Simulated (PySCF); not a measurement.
Input file for PySCF: D3(BJ) and D4 dispersion corrections on C8H8 (SMILES C=Cc1ccccc1), a point of a torsion scan.

```python
from pyscf import gto
from pyscf.dispersion import dftd3, dftd4

mol = gto.M(
    atom='''
    C    -2.66341482   -0.77362442   -0.46692938
    C    -1.88920757    0.27589754   -0.24629498
    C    -0.43922329    0.18583478   -0.02349229
    C     0.39786316   -0.36437433   -0.98896633
    C     1.76460456   -0.42036894   -0.78381460
    C     2.31323999    0.07946212    0.38498433
    C     1.48921220    0.64322963    1.34511229
    C     0.12407608    0.70889352    1.13706444
    H    -3.72836509   -0.68246661   -0.59842847
    H    -2.25365803   -1.76778058   -0.54212675
    H    -2.32107427    1.26336371   -0.13626931
    H    -0.03220985   -0.75095489   -1.90181684
    H     2.40467290   -0.85031860   -1.54070416
    H     3.38049393    0.03536869    0.54536405
    H     1.91371787    1.03964356    2.25618640
    H    -0.51779344    1.15337887    1.88465956
    ''',
    basis='def2-svp',
    charge=0, spin=0, verbose=0, max_memory=1800)
d3, d4 = {}, {}
for xc in ['hf', 'pbe', 'blyp', 'revpbe', 'tpss', 'r2scan', 'b3lyp', 'pbe0', 'bhlyp', 'camb3lyp', 'b2plyp']:
    d3[xc] = float(dftd3.DFTD3Dispersion(mol, xc=xc, version='d3bj', atm=False).get_dispersion()['energy'])
    print(f'D3(BJ) {xc:10s} {d3[xc]:14.8f} Eh')
for xc in ['hf', 'pbe', 'blyp', 'revpbe', 'tpss', 'r2scan', 'b3lyp', 'pbe0', 'bhlyp', 'camb3lyp', 'b2plyp']:
    d4[xc] = float(dftd4.DFTD4Dispersion(mol, xc={'camb3lyp': 'cam-b3lyp'}.get(xc, xc), atm=True).get_dispersion()['energy'])
    print(f'D4     {xc:10s} {d4[xc]:14.8f} Eh')
```

Output:

```
D3(BJ) hf            -0.12336378 Eh
D3(BJ) pbe           -0.01621822 Eh
D3(BJ) blyp          -0.03401970 Eh
D3(BJ) revpbe        -0.04093665 Eh
D3(BJ) tpss          -0.02037851 Eh
D3(BJ) r2scan        -0.00474182 Eh
D3(BJ) b3lyp         -0.02774748 Eh
D3(BJ) pbe0          -0.01403624 Eh
D3(BJ) bhlyp         -0.02141392 Eh
D3(BJ) camb3lyp      -0.01261230 Eh
D3(BJ) b2plyp        -0.01275977 Eh
D4     hf            -0.05895067 Eh
D4     pbe           -0.01611442 Eh
D4     blyp          -0.03569339 Eh
D4     revpbe        -0.05275892 Eh
D4     tpss          -0.02177314 Eh
D4     r2scan        -0.00422913 Eh
D4     b3lyp         -0.02568660 Eh
D4     pbe0          -0.01361049 Eh
D4     bhlyp         -0.01829413 Eh
D4     camb3lyp      -0.01368018 Eh
D4     b2plyp        -0.01130442 Eh
```

The run finished.

Cost: roughly 0.04 core-seconds.
